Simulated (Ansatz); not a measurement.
Calculated with Ansatz (gas phase, PBE0-D4/def2-TZVP geometries, no zero-point term in ΔE). CBS: MP2 limit from def2 TZ/QZ plus the TZ coupled-cluster correction, frozen cores. DFT in def2-TZVPP. For Ga outer-core shells are correlated without core-valence functions, which leaves a few kJ/mol of doubt a bond. Scalar relativity is left out up to krypton. One conformer a species, not always the lowest.

Consider the cleavage of the Si–Ga bond: `[NH2][GaH][SiH2][SiH3]` + `N[SiH2]F` → `F[SiH2]N[SiH2][SiH3]` + `[NH2][GaH2]`.

`[NH2][GaH][SiH2][SiH3]`:

Cartesian coordinates in Å:
```
N 0.902 -1.849 1.888
Ga -0.379 -1.472 0.657
Si -0.810 0.845 0.205
Si 0.156 1.479 -1.828
H 1.405 -1.153 2.411
H 1.178 -2.782 2.145
H -1.052 -2.711 -0.026
H -2.277 1.106 0.121
H -0.257 1.719 1.281
H 1.630 1.276 -1.771
H -0.384 0.636 -2.930
H -0.111 2.906 -2.153
```

`N[SiH2]F`:

Z-matrix (Å, degrees):
```
Si
F 1 1.605
N 1 1.696 2 114.6
H 1 1.479 2 105.8 3 -119.3
H 1 1.479 2 105.8 3 119.3
H 3 1.006 1 122.0 2 77.5
H 3 1.006 1 122.0 2 -77.5
```

`F[SiH2]N[SiH2][SiH3]`:

```xyz
13

F     2.145    0.861    1.798
Si    1.481   -0.595    1.726
N    -0.036   -0.583    0.944
Si   -0.353   -0.671   -0.764
Si   -1.291    1.316   -1.578
H     1.302   -1.035    3.129
H     2.413   -1.441    0.951
H    -0.831   -0.373    1.532
H     0.957   -0.934   -1.415
H    -1.271   -1.806   -1.072
H    -0.335    2.446   -1.426
H    -2.526    1.638   -0.809
H    -1.655    1.177   -3.015
```

`[NH2][GaH2]`:

Z-matrix (Å, degrees):
```
N
Ga 1 1.813
H 1 1.006 2 124.1
H 1 1.006 2 124.0 3 -180.0
H 2 1.561 1 116.7 3 -180.0
H 2 1.561 1 116.7 3 0.0
```

CCSD(T)/CBS gives -16.5 kJ/mol.

Question: Another level gave -7.5 kJ/mol. Which?
A. r2SCAN-D4/def2-TZVPP
B. SCS-MP2/def2-TZVPP
C. ωB97X-V/def2-TZVPP
D. PBE0-D4/def2-TZVPP

Answer: D. PBE0-D4 -7.5, r2SCAN-D4 -13.1, SCS-MP2/def2-TZVPP -25.6, ωB97X-V -20.4 kJ/mol.

Largest T1 diagnostic among the species: 0.015.

In def2-TZVPP, CCSD(T) changes the Hartree–Fock value by +16.2 kJ/mol (the triples alone add +2.0 kJ/mol) and MP2 by +12.3 kJ/mol. From PBE to PBE0 (25 % exact exchange), in def2-TZVPP and without D4, ΔE moves by −5.4 kJ/mol.
